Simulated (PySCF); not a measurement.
**Sulfur: a sound run and one with changed settings**

Sound run: S⁺ [Ne] 3s2 3p3, S²⁺ [Ne] 3s2 3p2. All numbers are calculated (PySCF 2.14, the spin-free X2C one-electron Hamiltonian (Gaussian nucleus), in jorge-DZP-DKH (7s4p1d, 24 functions)). The sound run starts from symmetry-adapted Hartree-Fock orbitals and uses a fine grid where one is needed.

Changed run: 14 angular points. This setting is unsound on purpose.

```
species  method  sound run (hartree)  changed run (hartree)  converged
     S⁺     UHF           -398.23898             -398.23898        yes
     S⁺   M06-L           -398.80113             -398.80113        yes
     S⁺    MN15           -398.89623             -398.89623        yes
    S²⁺     UHF           -397.40398             -397.40398        yes
    S²⁺   M06-L           -397.94196             -397.94315        yes
    S²⁺    MN15           -398.03649             -398.03546        yes
```

Ionisation energy of S⁺:

```tsv
method	sound run (eV)	changed run (eV)
UHF	22.721	22.721
M06-L	23.379	23.347
MN15	23.395	23.422
```

A coarse angular grid integrates products of high-l functions wrongly, so density functionals can shift, and the SCF can exploit the error; Hartree-Fock and MP2 need no grid.

For comparison, NIST gives 23.338 eV between the lowest levels.
